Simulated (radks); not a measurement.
Task: Sb33+, configuration [Ar]. All-electron calculation, non-relativistic Kohn-Sham, TPSS, spin-polarised, spherical densities, point nucleus; meta-GGA in the generalised Kohn-Sham scheme; relativity is left out, which matters for an element this heavy. Program: a radial shooting solver on a logarithmic mesh with Libxc functionals. Some entries of the table are withheld. Estimate them.

| orbital | occ. | eigenvalue (eV) | <r> (bohr) |
|---|---|---|---|
| 1s | 2 | (1) | 0.02981 |
| 2s | 2 | (2) | 0.1272 |
| 2p | 6 | -5756.469 | 0.1085 |
| 3s | 2 | (3) | (4) |
| 3p | 6 | -2145.385 | 0.2988 |
| 3d | 0 | (5) | 0.2620 |
| 4s | 0 | -1150.552 | 0.5947 |

Result: 
(1) 1s eigenvalue (eV): -30917.33
(2) 2s eigenvalue (eV): -6017.159
(3) 3s eigenvalue (eV): -2244.077
(4) 3s <r> (bohr): 0.3123
(5) 3d eigenvalue (eV): -1989.152
